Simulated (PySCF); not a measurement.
Relaxation of singlet Ca₃

Computed with PBE0/[Ca def2-TZVP], no relativity, density fitting, PySCF. A (50,194) grid was used.

A hand-made linear chain start, of D∞h symmetry, held to at least that symmetry:

```xyz
3
charge 0 multiplicity 1, angstrom
Ca    0.0000    0.0000    0.0000
Ca    0.0000    0.0000    3.5089
Ca    0.0000    0.0000   -3.5089
```

Task: What forces act on the atoms at the start (eV/Å)?

Result: 
```
atom    Fx    Fy     Fz
 Ca1  0.00  0.00   0.00
 Ca2  0.00  0.00   0.91
 Ca3  0.00  0.00  -0.91
```

Task: What does it relax to?

Result: It ends at D∞h with Ca–Ca 4.179 Å (×2); Ca–Ca–Ca 180.0°. A frequency run shows a minimum. Other isomers or separated fragments may lie lower.

Task: How much energy is released, and in how many steps?

Result: 44.5 kJ/mol in 6 steps.

The relaxation took 9.8 s on 2 threads of a shared Intel Xeon Platinum 8488C (Sapphire Rapids) host, with 108 basis functions and 7 gradients; the process peaked at 0.6 GiB. Launch command: `OMP_NUM_THREADS=2 python axn.py task.json out`.
